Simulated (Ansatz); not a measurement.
Input and output for CH8BNOSi (`N[SiH2]CBO`).

```yaml
crystal:
  periodic: [false, false, false]
  atoms:
    - {symbol: N, position_ang: [-2.146258, 0.231629, -0.305981]}
    - {symbol: Si, position_ang: [-0.972874, -0.660712, 0.580019]}
    - {symbol: C, position_ang: [0.745816, -0.784629, -0.184171]}
    - {symbol: B, position_ang: [1.414969, 0.602026, -0.339946]}
    - {symbol: O, position_ang: [2.272811, 1.034242, 0.622744]}
    - {symbol: H, position_ang: [-2.084697, 1.234344, -0.374250]}
    - {symbol: H, position_ang: [-2.562757, -0.159807, -1.134881]}
    - {symbol: H, position_ang: [-1.507959, -2.041402, 0.724744]}
    - {symbol: H, position_ang: [-0.844837, -0.019607, 1.915845]}
    - {symbol: H, position_ang: [1.323132, -1.444552, 0.474013]}
    - {symbol: H, position_ang: [0.604659, -1.276940, -1.152432]}
    - {symbol: H, position_ang: [1.169119, 1.333232, -1.267928]}
    - {symbol: H, position_ang: [2.609276, 1.917278, 0.457125]}
basis:
  gaussian: {orbitals: aug-cc-pVDZ}
hamiltonian: {xc: {name: RPBE}, dispersion: d4}
output: {forces: true}
```

```sh
$ ansatz run in.yaml --threads 4 --pin off --events-out ev --progress --plain --max-ram 10444MiB
```

Output, abridged:

```
Functional definition: RPBE
1683 factors; their error is unknown
mean field evaluation 1: about -13239.2039 eV, gradient 1.0e2 eV
mean field evaluation 2: about -13150.5880 eV, gradient 1.9e2 eV
mean field evaluation 4: about -13259.4072 eV, gradient 2.1e1 eV
mean field evaluation 8: about -13260.4973 eV, gradient 2.5e-1 eV
mean field evaluation 16: about -13260.4319 eV, gradient 1.2e-3 eV
mean field -13260.43191125 eV, -487.3118844950 hartree, gradient 3.1e-5 eV, S^2 0.000000; 0 other end points of the search recorded, 0 dependent functions left out
reference -13260.43200205 eV, -487.3118878315 hartree; 24, 24 occupied and 167, 167 virtual orbitals, 1683 factors
Total energy: -13261.32185149 eV, -487.3445891956 hartree
Atom 0 at    -2.146258     0.231629    -0.305981 Å, force    -0.702992     0.299455    -0.100269 eV/Å
Atom 1 at    -0.972874    -0.660712     0.580019 Å, force     0.484335    -0.414626     0.481353 eV/Å
Atom 2 at     0.745816    -0.784629    -0.184171 Å, force     0.217190     0.062784    -0.051355 eV/Å
Atom 3 at     1.414969     0.602026    -0.339946 Å, force    -0.412128    -0.140045    -0.575296 eV/Å
Atom 4 at     2.272811     1.034242     0.622744 Å, force     0.425403    -0.296757     0.896459 eV/Å
Atom 5 at    -2.084697     1.234344    -0.374250 Å, force     0.031988     0.538631    -0.070922 eV/Å
Atom 6 at    -2.562757    -0.159807    -1.134881 Å, force    -0.221751    -0.185285    -0.461905 eV/Å
Atom 7 at    -1.507959    -2.041402     0.724744 Å, force    -0.155514    -0.356516     0.035269 eV/Å
Atom 8 at    -0.844837    -0.019607     1.915845 Å, force     0.025692     0.172225     0.343413 eV/Å
Atom 9 at     1.323132    -1.444552     0.474013 Å, force     0.229555    -0.274814     0.262430 eV/Å
Atom 10 at     0.604659    -1.276940    -1.152432 Å, force    -0.054980    -0.191366    -0.380455 eV/Å
Atom 11 at     1.169119     1.333232    -1.267928 Å, force    -0.078321     0.195184    -0.247243 eV/Å
Atom 12 at     2.609276     1.917278     0.457125 Å, force     0.211524     0.591130    -0.131478 eV/Å
Dipole moment:     0.077444     0.255764    -0.302445 e Å
```

It took 3.3 s on 4 threads of an Arm Neoverse V2 on a shared host, with 0.26 GiB of host memory at the peak.
